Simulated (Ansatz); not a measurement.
Ideal-gas functions of BH5SSiZn, SMILES `[BH2][Zn][S][SiH3]` at 400 K and 1 bar, from an Ansatz frequency run at PBE0-D4/def2-TZVP.

Molar mass 141.4 g/mol, point group Cs (symmetry number 1), electronic degeneracy 1, moments of inertia 72.847, 340.758, 407.719 u Å². Harmonic wavenumbers (cm⁻¹, unscaled): 67, 68, 83, 109, 116, 358, 525, 529, 559, 629, 646, 841, 935, 943, 953, 1148, 2171, 2226, 2228, 2576, 2663.

Use S(trans) = R[1.5 ln M + 2.5 ln T − 1.1517]; rotational temperatures θ = 24.2544 K / I; S(rot) = R[ln(√π/σ · √(T³/θAθBθC)) + 1.5]; for each mode x = 1.438777 ν̃/T, S = R[x/(eˣ − 1) − ln(1 − e⁻ˣ)] and H = RT x/(eˣ − 1); 1 cm⁻¹ = 0.0119627 kJ/mol; R = 8.31446 J/(mol·K).

Problem. By hand: the entropy, in J/(mol·K).

Solution. Translation 176.7. Rotation: θ = 0.3329, 0.0712, 0.0595 K, giving 119.2. Vibration, mode by mode: 20.17, 20.04, 18.40, 16.15, 15.64, 6.76, 4.16, 4.12, 3.78, 3.10, 2.95, 1.70, 1.30, 1.27, 1.23, 0.70, 0.03, 0.02, 0.02, 0.01, 0.01, in all 121.6. Electronic 0.0. Sum 417.5 J/(mol·K).

Problem. By hand: H − E and G − E in kJ/mol, counted from the electronic energy.

Solution. Zero-point energy ½ × 20373 × 0.0119627 = 121.9; thermal vibration 22.7; translation, rotation and pV give 4 RT = 13.3. H − E = 157.9 kJ/mol, and G − E = 157.9 − 400 × 417.5/1000 = -9.1 kJ/mol.

Vibration gives 29 % of the entropy, 90.4 J/(mol·K) of it from the modes under 150 cm⁻¹: soft modes count most, and the harmonic formula is weakest for them. The sum counts one conformer and one mirror image; others add a mixing term.
